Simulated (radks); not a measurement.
Results of a calculation; reference values are marked as such.
Q: The mean radii <r> (bohr) of the occupied orbitals of an atom or ion are listed with their occupations. Level of theory: scalar-relativistic Kohn-Sham, PBE, spin-polarised, spherical densities, finite nucleus; Fermi nuclear charge, rms radius of each element as measured or else 0.836 A^(1/3) + 0.57 fm (a radial shooting solver on a logarithmic mesh with Libxc functionals).

| orbital | occ. | <r> |
|---|---|---|
| 1s down | 1 | 0.03040 |
| 1s up | 1 | 0.03040 |
| 2s up | 1 | 0.1317 |
| 2s down | 1 | 0.1316 |
| 2p up | 3 | 0.1149 |
| 2p down | 3 | 0.1148 |
| 3s up | 1 | 0.3579 |
| 3s down | 1 | 0.3578 |
| 3p up | 3 | 0.3565 |
| 3p down | 3 | 0.3563 |
| 3d up | 5 | 0.3337 |
| 3d down | 5 | 0.3335 |
| 4s up | 1 | 0.8464 |
| 4s down | 1 | 0.8448 |
| 4p up | 3 | 0.9009 |
| 4p down | 3 | 0.9004 |
| 4d up | 4 | 1.019 |

Name the element and its charge. Open shells, if any, are filled with parallel spins first.

A: Z = 48, cadmium, charge +8: Cd8+ in [Kr] 4d4. The 1s radius gives Z: for a bare nucleus <r> = (2 gamma + 1)/(2Z) with gamma = sqrt(1 - (Z/c)^2), 0.02993 bohr for Z = 48, and screening makes it slightly larger (0.03040 here). The occupations add up to 40, and the charge is Z minus that.
